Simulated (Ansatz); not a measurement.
Compare A (`OC1=[C]([AlH2])[SiH2]N1`) with its isomer B (`O=[CH][Al]1[NH][CH]1[SiH3]`).

Isolated molecules relaxed with PBE0-D4/def2-TZVP in Ansatz; ΔE leaves out vibrations. CCSD(T)/CBS is the MP2 limit (def2-TZVPP, def2-QZVPP) plus CCSD(T) − MP2 in def2-TZVPP, frozen cores. DFT in def2-TZVPP. B3LYP here is the variant with VWN-RPA as its local correlation; programs differ in this. Each species was taken in one conformer, which may not be the lowest.

**Question.** Which is lower in electronic energy at CCSD(T)/CBS, and by how much? (An estimate is asked.)

**Answer.** The calculation gave: A, by 156.1 kJ/mol.

**Question.** Give E(B) − E(A) in kJ/mol with B3LYP, ωB97M-V, PBE0-D4, B3LYP-D4, B2PLYP, CCSD(T)/def2-TZVPP, r2SCAN-D4. (Estimate.)

**Answer.** The calculation gave: B3LYP 144.8, ωB97M-V 162.9, PBE0-D4 171.4, B3LYP-D4 151.9, B2PLYP 150.9, CCSD(T)/def2-TZVPP 153.4, r2SCAN-D4 166.7. None reverses the order clearly.

Largest T1 diagnostic: 0.016.

In def2-TZVPP, CCSD(T) changes the Hartree–Fock value by −24.3 kJ/mol (the triples alone add −1.6 kJ/mol) and MP2 by −12.8 kJ/mol. The D4 term adds +7.0 kJ/mol with B3LYP and +3.6 kJ/mol with PBE0; it sums over pairs of atoms, weighted by their polarisabilities, and B3LYP, whose exchange is more repulsive, gets the larger term.
